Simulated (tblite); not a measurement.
Species: C₇H₁₄AsB.
Atom-mapped SMILES: `[CH2:1]=[CH:2][C@@H:3]([C:4]#[C:5][CH3:6])[CH2:7][BH2-:8][AsH3+:9]` (hydrogens: H10, H11 on C1; H12 on C2; H13 on C3; H14, H15, H16 on C6; H17, H18 on C7; H19, H20 on B8; H21, H22, H23 on As9)
Bond orders are those of one Lewis drawing.

Computed with GFN2-xTB (tblite), gas phase: L-BFGS steps from a force-field or distance-geometry start until the largest atomic force falls under 0.01 eV/Å.

Step 90: E = -696.8585 eV
```
atom  x, y, z in Å  |  force x, y, z in eV/Å
C1     -1.7467   -2.1523    0.3575   -0.013   0.032  -0.043
C2     -1.5428   -1.0852   -0.3913   -0.002   0.031  -0.025
C3     -0.4196   -0.0871   -0.2748    0.005   0.021  -0.020
C4     -0.9979    1.1469    0.2487    0.001  -0.031   0.024
C5     -1.4992    2.1380    0.7015    0.007  -0.052  -0.017
C6     -2.0889    3.3458    1.2420    0.016  -0.019  -0.001
C7      0.7713   -0.5489    0.5754   -0.018   0.033   0.036
B8      1.6600   -1.7148   -0.1148   -0.016  -0.007   0.082
As9     2.8935   -0.5938   -1.5150    0.030   0.012  -0.047
H10    -1.0878   -2.4557    1.1529    0.008   0.020  -0.070
H11    -2.6026   -2.7829    0.1804    0.000  -0.023   0.059
H12    -2.2595   -0.8317   -1.1644   -0.011  -0.028  -0.010
H13    -0.0462    0.1253   -1.2967   -0.007   0.004  -0.015
H14    -2.6930    3.1104    2.1178    0.006  -0.025   0.010
H15    -2.7274    3.8188    0.4958    0.022   0.011  -0.011
H16    -1.3029    4.0419    1.5341   -0.008   0.038  -0.003
H17     0.3966   -0.8467    1.5549    0.014  -0.037   0.011
H18     1.4011    0.3351    0.7604   -0.007   0.020   0.052
H19     2.5321   -2.1585    0.5692    0.010   0.014  -0.022
H20     1.1001   -2.5180   -0.7796   -0.007  -0.015   0.001
H21     3.5922    0.5155   -0.8234    0.010   0.056  -0.003
H22     2.5162    0.2789   -2.6704    0.014  -0.031   0.035
H23     4.1469   -1.0538   -2.1771   -0.054  -0.024  -0.023
```

Step 91: E = -696.8602 eV
```
atom  x, y, z in Å  |  force x, y, z in eV/Å
C1     -1.7539   -2.1541    0.3505   -0.006   0.030  -0.027
C2     -1.5396   -1.0861   -0.3944   -0.017   0.013  -0.025
C3     -0.4143   -0.0904   -0.2708   -0.031   0.001  -0.037
C4     -0.9954    1.1447    0.2480    0.027  -0.045   0.018
C5     -1.4948    2.1391    0.6952    0.015  -0.037   0.008
C6     -2.0802    3.3471    1.2407    0.009  -0.026  -0.008
C7      0.7731   -0.5528    0.5853   -0.051   0.030   0.005
B8      1.6661   -1.7156   -0.1055   -0.010   0.007   0.071
As9     2.8887   -0.5866   -1.5141    0.020   0.001  -0.041
H10    -1.1068   -2.4646    1.1523    0.042   0.033  -0.060
H11    -2.6102   -2.7817    0.1669   -0.019  -0.020   0.041
H12    -2.2532   -0.8334   -1.1713    0.016  -0.010  -0.007
H13    -0.0364    0.1187   -1.2923   -0.005   0.015  -0.003
H14    -2.6837    3.1092    2.1165    0.012  -0.019   0.009
H15    -2.7188    3.8236    0.4975    0.006   0.014  -0.024
H16    -1.2939    4.0428    1.5325   -0.002   0.022   0.002
H17     0.3927   -0.8586    1.5598    0.015  -0.025   0.021
H18     1.3965    0.3344    0.7765    0.003  -0.003   0.060
H19     2.5415   -2.1560    0.5762    0.009   0.019  -0.020
H20     1.1089   -2.5215   -0.7704   -0.004  -0.002   0.009
H21     3.5696    0.5460   -0.8420    0.010   0.048  -0.005
H22     2.4917    0.2613   -2.6814    0.024  -0.034   0.035
H23     4.1477   -1.0383   -2.1726   -0.062  -0.013  -0.021
```

Step 92: E = -696.8616 eV
```
atom  x, y, z in Å  |  force x, y, z in eV/Å
C1     -1.7573   -2.1538    0.3453   -0.012  -0.003   0.006
C2     -1.5389   -1.0858   -0.3971   -0.014   0.013  -0.042
C3     -0.4118   -0.0922   -0.2694   -0.048  -0.020  -0.037
C4     -0.9953    1.1428    0.2464    0.047  -0.044   0.011
C5     -1.4924    2.1395    0.6907    0.015  -0.009   0.031
C6     -2.0757    3.3472    1.2402    0.002  -0.022  -0.015
C7      0.7732   -0.5540    0.5920   -0.061   0.015  -0.025
B8      1.6684   -1.7160   -0.0976   -0.007   0.020   0.035
As9     2.8871   -0.5814   -1.5141   -0.004  -0.046  -0.002
H10    -1.1148   -2.4677    1.1478    0.082   0.034  -0.026
H11    -2.6137   -2.7809    0.1638   -0.041  -0.017   0.014
H12    -2.2520   -0.8354   -1.1751    0.027   0.018  -0.017
H13    -0.0288    0.1142   -1.2898   -0.010   0.023   0.004
H14    -2.6786    3.1064    2.1159    0.017  -0.012   0.002
H15    -2.7144    3.8265    0.4990   -0.004   0.008  -0.026
H16    -1.2906    4.0448    1.5324    0.003  -0.003   0.003
H17     0.3923   -0.8670    1.5636   -0.003  -0.005   0.031
H18     1.3912    0.3363    0.7866    0.013  -0.023   0.065
H19     2.5463   -2.1561    0.5796    0.008   0.025  -0.010
H20     1.1125   -2.5217   -0.7654    0.002   0.012   0.021
H21     3.5606    0.5615   -0.8553    0.024   0.059   0.008
H22     2.4826    0.2525   -2.6846    0.012  -0.011  -0.005
H23     4.1455   -1.0325   -2.1719   -0.047  -0.011  -0.026
```

Q: Estimate the geometry and energy of step 93. (The exact step hangs on the optimiser's Hessian estimate; all steps are aligned on step 92, rigid shifts and turns removed.)

A: E = -696.8624 eV, largest force 0.102 eV/Å
```
atom  x, y, z in Å  |  force x, y, z in eV/Å
C1     -1.7655   -2.1564    0.3330   -0.006  -0.016   0.026
C2     -1.5356   -1.0873   -0.4049   -0.026  -0.036  -0.031
C3     -0.4068   -0.0969   -0.2643   -0.052  -0.039  -0.024
C4     -0.9915    1.1372    0.2513    0.045  -0.022   0.007
C5     -1.4855    2.1373    0.6917    0.017   0.014   0.042
C6     -2.0636    3.3494    1.2388   -0.001  -0.014  -0.018
C7      0.7731   -0.5606    0.6043   -0.049  -0.012  -0.034
B8      1.6729   -1.7208   -0.0822    0.003   0.027   0.000
As9     2.8772   -0.5752   -1.5153    0.018   0.048   0.024
H10    -1.1333   -2.4744    1.1430    0.081   0.049  -0.037
H11    -2.6220   -2.7831    0.1443   -0.019   0.015   0.002
H12    -2.2405   -0.8376   -1.1908    0.039   0.035  -0.013
H13    -0.0153    0.1114   -1.2816   -0.015   0.028   0.013
H14    -2.6677    3.1134    2.1156    0.025  -0.008  -0.012
H15    -2.6996    3.8308    0.4961   -0.006  -0.007  -0.020
H16    -1.2768    4.0471    1.5287    0.000  -0.032   0.002
H17     0.3910   -0.8801    1.5733   -0.025   0.013   0.024
H18     1.3889    0.3304    0.8041    0.006  -0.038   0.065
H19     2.5592   -2.1522    0.5895   -0.005   0.031  -0.005
H20     1.1215   -2.5321   -0.7491    0.014   0.036   0.036
H21     3.5212    0.6071   -0.8778   -0.027  -0.041  -0.046
H22     2.4447    0.2268   -2.7026    0.050  -0.043   0.028
H23     4.1495   -1.0070   -2.1621   -0.066   0.011  -0.030
```

The energy changes by -0.0008 eV. The first-order estimate −F·Δx gives -0.0021 eV and the mean of the old and new forces, exact on a quadratic surface, -0.0007 eV. The step makes an angle of 85° with the force vector and moves no atom by more than 0.064 Å.

What follows is the cost of the whole relaxation. On one thread, Arm Neoverse V1 (aarch64), no GPU, on a shared host, this took 2.6 s wall.
